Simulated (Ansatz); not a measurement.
`NC[SiH2][SiH3]` + HBr → `[SiH3][SiH2]Br` + CH₃NH₂ at 298.15 K and 1 bar (ligand exchange at the Si–C bond).

Gas-phase electronic energies from Ansatz, PBE0-D4/def2-TZVP geometries. CBS: MP2 limit from def2 TZ/QZ plus the TZ coupled-cluster correction, frozen cores. For Br outer-core shells are correlated without core-valence functions, which leaves a few kJ/mol of doubt a bond. Scalar relativity is left out up to krypton. Each species was taken in one conformer, which may not be the lowest.

```
         species  CCSD(T)/CBS energy (Eh)  H − E (kJ/mol)  S (J/(mol·K))
`NC[SiH2][SiH3]`               -676.30765           275.8          359.1
             HBr              -2573.91920            24.6          198.6
`[SiH3][SiH2]Br`              -3154.51510           130.6          334.9
          CH₃NH₂                -95.75281           180.0          240.4
```

H − E and S are ideal-gas, rigid-rotor, harmonic terms from PBE0-D4/def2-TZVP, for one conformer and one mirror image of each species. 1 Eh = 2625.50 kJ/mol, R = 8.31446 J/(mol·K).

Task: By hand: ΔE, ΔH, ΔS and ΔG.

Result: ΔE = (-3154.51510) + (-95.75281) − (-676.30765) − (-2573.91920) = -0.04106 Eh = -107.8 kJ/mol. Δ(H − E) = 130.6 + 180.0 − 275.8 − 24.6 = 10.2, so ΔH = -97.6 kJ/mol. ΔS = 334.9 + 240.4 − 359.1 − 198.6 = 17.6 J/(mol·K). ΔG = -97.6 − 298.15 × (17.6)/1000 = -102.8 kJ/mol.

Task: By hand: the equilibrium constant, and the temperature at which ΔG would vanish if ΔH and ΔS stayed fixed.

Result: log₁₀ K = −ΔG/(RT ln 10) = 18.0. ΔH and −TΔS have one sign here, so there is no such temperature.

ΔH outweighs TΔS. A doubt of 5 kJ/mol in ΔE shifts log₁₀ K by 0.9 here. Other conformers and mirror images would add mixing entropy, several J/(mol·K) or more a flexible species. These are equilibria of isolated gas molecules and say nothing of rates. Largest T1 diagnostic: 0.011 (customary marks: 0.02 for closed shells, 0.045 for open ones).
